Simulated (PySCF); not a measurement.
**TDDFT excited states: C5H6F2O3**

Species: C5H6F2O3.
SMILES with atom numbers: `[CH2:1]=[CH:2][O:3][C:4](=[O:5])[CH2:6][O:7][CH:8]([F:9])[F:10]` (hydrogens: H11, H12 on C1; H13 on C2; H14, H15 on C6; H16 on C8)

Method: PySCF, TDDFT PBE0/def2-SVPD, vertical, gas phase, core orbitals frozen in the response. Isolated species at its GFN2-xTB geometry (one conformer only).

| state | λ (nm) | E (eV) | f | main configurations (H = HOMO, L = LUMO) |
| --- | --- | --- | --- | --- |
| S1 | 216.5 | 5.73 | 0.0012 | H-1→L (84%) |
| S2 | 198.8 | 6.24 | 0.335 | H→L (93%) |
| S3 | 169.4 | 7.32 | 0.034 | H→L+2 (89%), H→L+3 (8%) |
| S4 | 168.3 | 7.37 | 0.0020 | H-2→L (76%), H-1→L (11%) |
| S5 | 162.5 | 7.63 | 0.206 | H→L+1 (83%) |
| S6 | 161.1 | 7.70 | 0.0063 | H-1→L+1 (83%), H-2→L (8%) |

Triplets (Tamm–Dancoff): T1 4.22 eV, H→L (71%), H→L+1 (25%); T2 5.22 eV, H-1→L (79%), H-1→L+1 (10%).

The lowest singlet comes at 216 nm (553 kJ/mol) in the ultraviolet; it is very weak; its leading configuration is HOMO-1→LUMO (84%). The strongest level in the table is S2 at 6.24 eV (199 nm, f = 0.335). Löwdin shares by element: HOMO carbon 65% or more, oxygen 23% or more; LUMO carbon 56% or more, oxygen 20% or more (atoms not listed hold the other 24%). Of the 6 states listed, 3 reach f = 0.01 and none stays under 0.0005. The listed states span 1.97 eV, and the widest gap between neighbours is 1.08 eV (S2 to S3). Weighted by f, the mean energy of these states is 6.81 eV. The window holds the lowest 6 singlets.

Hardware: an Arm Neoverse V2 with one thread, on a shared host. Cost: 55 s (with the writing of density and orbital grids), 1.0 GiB resident at most.
